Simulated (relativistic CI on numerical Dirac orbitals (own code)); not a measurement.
Sensitivity of the levels of Pb XXXII to α and to the nuclear radius

Calculated at this level of theory: Dirac-Coulomb-Breit CI, orbitals from a KLI potential per configuration, derivatives by finite differences, unscaled Slater integrals, QED left out (own radial code, finite nucleus).

Configuration list (outside the closed core [Ar] 3d10 4p6 4d10): 4s2 4f5, 4s2 4f4 5s, 4s2 4f3 5s2, 4s 4f4 5s2. Levels of other configurations are missing.

With x = (α/α₀)² − 1 an excitation energy changes as ω = ω₀ + qx; K = 2q/ω₀ is the relative enhancement. Terms are leading LS components, so labels can repeat. The field-shift factor is F = δν/δ⟨r²⟩ for the transition from the lowest level.

Lowest level 4s2 4f5 6H°_5/2.

```
           Level  ω₀ (cm⁻¹)  q (cm⁻¹)     K  F (GHz/fm²)
 4s2 4f5 6H°_7/2    27219.1     42340  3.11         2.45
 4s2 4f5 6F°_5/2    41555.2     32750  1.58         2.17
 4s2 4f5 6F°_3/2    44754.9     38690  1.73          2.5
 4s2 4f5 6H°_9/2    47267.0     62330  2.64         3.72
 4s2 4f5 6F°_1/2    49409.6     47440  1.92            3
4s2 4f5 6H°_11/2    60750.5     65510  2.16         4.07
 4s2 4f5 6F°_7/2    63999.1     60090  1.88         3.82
4s2 4f5 4I°_15/2    65672.2     34730  1.06         2.65
4s2 4f5 6H°_13/2    69142.0     59330  1.72         3.89
 4s2 4f5 6F°_9/2    80707.9     66940  1.66         4.39
 4s2 4f5 6F°_5/2    86864.3     74710  1.72         4.84
4s2 4f5 6H°_15/2    92163.4     83010   1.8         5.38
4s2 4f5 6F°_11/2    94136.4     68810  1.46         4.67
```

At this charge energies of transitions that change n are usually good to better than 1 %, and those within a shell (Δn = 0) to a few per cent. Terms inside the open d or f shell come out 10 to 20 % too wide with unscaled integrals.
